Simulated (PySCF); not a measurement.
**InCl₃: umbrella curve**

Level of theory: PBE0 in PySCF with In def2-SVP with ECP28, Cl def2-SVP; scalar-relativistic core potentials, no spin–orbit coupling; density-fitted integrals.

Rigid scan from the singlet minimum (In–Cl 2.321 Å (×3); Cl–In–Cl 120.0° (×3)). Coordinate: angle between each bond and the threefold axis, bonds fixed. Energies in kJ/mol from the minimum.

```csv
angle of the bonds to the threefold axis (°),E (kJ/mol),dipole size (D)
55,221.5,5.39
60,154.8,4.79
65,104.2,4.12
70,65.4,3.39
75,36.3,2.59
80,16.0,1.75
85,4.0,0.88
90,0.0,0.00
```
